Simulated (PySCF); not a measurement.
Compound: C₅H₃ClFN₂ (doublet state).
Z-matrix (Å and degrees, GFN2-xTB geometry), rows numbered from 1:
```
C 
C   1  1.3744
N   2  1.3645  1  118.35
C   3  1.2956  2  118.97  1   179.79
N   4  1.3379  3  126.85  2     0.10
C   5  1.3110  4  116.07  3    -0.01
F   6  1.3329  5  116.58  4   179.96
C   6  1.3919  5  123.78  4    -0.07
Cl  8  1.7076  2  122.47  1     0.11
H   1  1.0735  2  119.14  3     0.03
H   1  1.0739  2  121.46  3  -179.92
H   4  1.0812  3  117.49  2  -179.87
```

The hyperfine couplings belong to this conformer and change with its torsions.

As a line formula: `[CH2]C1=C(Cl)C(F)=NC=N1` [radical].

Method used: PySCF, UKS B3LYP, pcH-1 on C Cl F H N, non-relativistic, mean-field spin-orbit, GIAO. Geometry: GFN2-xTB; no solvent, vibrations or thermal averaging. Couplings are sensitive to structure, and on GFN2-xTB geometries they can be far from those on DFT ones. No stability test was run, so a lower SCF solution isn't excluded. ⟨S²⟩ is 0.775 where a pure state has 0.75.

The Mulliken spin populations are largest on C1 (+0.76), C8 (+0.26), N5 (+0.19) and C2 (-0.16). The positive populations add up to 1.40 and the negative ones to -0.40, together 2S = 1. The angles at C1 add up to 360.0°, so it is planar; its axial dipolar tensor and the negative couplings of its protons fit spin in a p orbital normal to that plane.

(1) McConnell's relation a(H) = Q·ρ ties the coupling of a proton on a planar π carbon to the spin population of that carbon. What Q do the computed values give?

## Answers

(1) 
| H | C | ρ(C) | a(H) (G) | a/ρ (G) |
| --- | --- | --- | --- | --- |
| H10 | C1 | +0.757 | -16.70 | -22.0 |
| H11 | C1 | +0.757 | -16.55 | -21.8 |
| H12 | C4 | -0.096 | +1.84 | -19.2 |

A least-squares line through the origin gives Q = -21.9 G with Mulliken populations. In McConnell's picture π spin on carbon polarises the C–H bond and leaves opposite spin at the proton, which makes Q negative, as found here. Where ρ is negative the coupling is positive.

Couplings in gauss use g_iso = 2.0037.
